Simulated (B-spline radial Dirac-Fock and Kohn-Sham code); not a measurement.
How the settings move the core levels of Er

ΔSCF core binding energies without Breit or QED terms, calculated with an atomic code on a B-spline grid. Keys: rel is the Hamiltonian (dirac, or spin-free x2c and nr, where L3 and M5 stand for the whole 2p and 3d shells), method is hf or an exchange,correlation pair (spin-unpolarised, also for the hole states), nuc the nuclear model, radius_factor scales its radius, rmax is the box in bohr, h the logarithmic mesh step, order the B-spline order, points the quadrature points per cell, c_factor scales the speed of light, and damp, ndamp, maxit and tol steer the iteration. The run stops when the commutator error falls below 10·tol·max(1, Z/10), or the numerical noise floor, and the energy has settled to about 1e-8 Ha; the virial ratio is −V/T.

Base input:

```json
{"items": [{"Z": 68, "q": 0, "cfg": [[1, 0, 2], [2, 0, 2], [2, 1, 6], [3, 0, 2], [3, 1, 6], [3, 2, 10], [4, 0, 2], [4, 1, 6], [4, 2, 10], [4, 3, 12], [5, 0, 2], [5, 1, 6], [6, 0, 2]], "A": 166, "rrms": 5.2516, "do": "settings", "holes": ["K", "L3", "M5"],
  "settings": [{"rel": "dirac", "method": "hf", "nuc": "fermi", "radius_factor": 1.0, "rmax": 45.0, "h": 0.3, "order": 8, "points": 10, "c_factor": 1.0, "maxit": 60, "damp": 0.5, "ndamp": 3, "tol": 1e-08}]}]}
```

The ground state converged in 11 iterations, with total energy -13092.23237 Ha, virial ratio 1.90634 and highest orbital energy -5.23 eV. ΔSCF binding energies: K (1s) 57745.8 eV, L3 (2p3/2) 8377.9 eV, M5 (3d5/2) 1411.9 eV.

Changes from the base run:

```tsv
changed setting	Δ total energy (Ha)	Δ K (eV)	Δ L3 (eV)	Δ M5 (eV)	iterations
h = 0.18	-0.00007	0.00	0.00	0.00	11
rel = "nr"	+594.14031	-3897.36	-25.48	+30.69	11
rel = "nr"; order = 5; damp = 0.0	+594.14652	-3897.36	-25.47	+30.70	17
damp = 0.0	0.00000	0.00	0.00	0.00	11
nuc = "sphere"; order = 9; c_factor = 1.5	+348.86979	-2296.77	-12.10	+17.58	11
rel = "nr"; method = "b88,lyp"; radius_factor = 0.5	?	?	?	?	?
radius_factor = 0.5	-0.93746	+10.53	-0.06	-0.02	11
order = 9	-0.00002	0.00	0.00	0.00	11
c_factor = 1.5	+348.86933	-2296.76	-12.10	+17.58	11
tol = 1e-06	0.00000	0.00	0.00	0.00	9
h = 0.5	+0.45891	+1.10	+1.09	+1.11	11
order = 5; c_factor = 0.8; tol = 1e-06	-416.14868	+2761.27	+5.22	-19.46	14
method = "lda,"	+9.01872	-14.31	-37.25	-9.97	13
tol = 0.0001	0.00000	0.00	0.00	0.00	9
```

Q: What does the change rel = "nr"; method = "b88,lyp"; radius_factor = 0.5 do?

A: The total energy moves by +589.74789 Ha and the binding energies by K -3868.51 eV, L3 -58.90 eV, M5 +21.66 eV; the run takes 29 iterations.
